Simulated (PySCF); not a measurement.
PySCF job for sulfur tetrafluoride anion (F4S), SMILES FS(F)(F)F (connectivity only; charge and spin as stated), charge -1, multiplicity 2, B3LYP/pcH-1. Geometry: PBE0-D3(BJ)/def2-SVPD. The multiplicity is an assumed one; other spin states were not compared.

```python
import numpy as np
from pyscf import gto, scf, dft
from pyscf.prop.hfc import uks as hfc
from pyscf.prop.gtensor import uks as gtensor

mol = gto.M(
    atom='''
    F     1.18047831    0.61808040    0.00000001
    S    -0.42148784    0.25493189   -0.00000000
    F    -0.32800862    0.26926041   -1.75693089
    F     0.22485064   -1.60981346   -0.00000000
    F    -0.32800862    0.26926040    1.75693089
    ''',
    basis='pcH-1',
    charge=-1,
    spin=1,
    max_memory=1600,
    verbose=3,
)
mf = dft.UKS(mol, xc='b3lyp').density_fit(auxbasis='def2-universal-jkfit')
mf.grids.level = 3
mf.conv_tol = 1e-10
mf.max_cycle = 100
mf.kernel()
fine, coarse = mf.grids, dft.Grids(mol).set(level=1).build(with_non0tab=True)
for _ in range(3):  # follow internal instabilities
    mf.grids = coarse
    mo, _, stable, _ = mf.stability(return_status=True, nroots=4)
    mf.grids = fine
    if stable:
        break
    mf.kernel(mf.make_rdm1(mo, mf.mo_occ))
A = hfc.HFC(mf).make_fcdip(mf.make_rdm1())  # Fermi contact and dipolar terms, MHz
print('atom   A(iso)/MHz   principal dipolar parts/MHz')
for i, a in enumerate(A):
    w = np.linalg.eigvalsh((a + a.T) / 2)
    print(f'{mol.atom_symbol(i):2s}{i + 1:3d} {w.mean():12.2f}', (w - w.mean()).round(2))
gt = gtensor.GTensor(mf)
gt.dia_soc2e, gt.para_soc2e, gt.so_eff_charge = None, None, True
gt.max_cycle_cphf = 60
g = gt.kernel()
```

Log of the run:

```

WARN: HOMO -0.175483712732358 >= LUMO -0.175483712732358

converged SCF energy = -797.550463739149  <S^2> = 0.75589221  2S+1 = 2.0058836
<class 'pyscf.df.df_jk.DFUKS'> wavefunction is stable in the internal stability analysis
atom   A(iso)/MHz   principal dipolar parts/MHz
F   1       204.42 [-139.15  -94.35  233.49]
S   2        68.87 [-83.09 -72.57 155.67]
F   3        22.45 [-91.55 -90.19 181.74]
F   4       769.40 [-514.21 -511.11 1025.32]
F   5        22.45 [-91.55 -90.19 181.74]
SOC(1e)/OZ [ 0.00419507 -0.00024545  0.00133513]
free electron g 2.00231930436182
g-tensor total [2.00636987 2.00182542 2.00350959]
g-shift (ppt) [ 4.05057015 -0.49388263  1.19028394]
```

The run converged.

Cost: very roughly 2.0 core-minutes.
